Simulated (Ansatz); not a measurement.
Z-matrix (Å, degrees):
```
C
C 1 1.518
H 1 1.094 2 110.1
H 1 1.092 2 110.4 3 -119.7
H 1 1.093 2 111.1 3 120.0
C 2 1.518 1 111.8 3 -59.7
O 2 1.398 1 110.4 3 63.6
H 2 1.100 1 108.2 3 -178.8
H 6 1.092 2 110.4 1 179.4
H 6 1.094 2 110.1 1 59.7
H 6 1.093 2 111.1 1 -60.3
Ga 7 1.789 2 161.1 1 -62.9
```

Total charge 0; spin multiplicity 1. The bonds changed during the relaxation, so this is another structure than the one it started from.

**Question.** List the r2SCAN/def2-TZVPP orbital energies in eV (Ansatz). (An estimate is asked.)

**Answer.** Computed: Occupied: -10121.67, -1243.81, -1100.21, -1100.20, -1100.14, -515.09, -274.35, -272.61, -272.61, -147.39, -100.22, -100.21, -100.02, -25.77, -20.28, -19.82, -19.82, -19.69, -19.69, -19.27, -17.77, -14.87, -12.25, -11.53, -10.72, -9.89, -9.65, -8.88, -8.75, -6.90, -6.55, -6.23. Lowest empty: -1.42, -1.37, 0.98, 1.72, 2.55, 2.73, 3.00, 3.24.
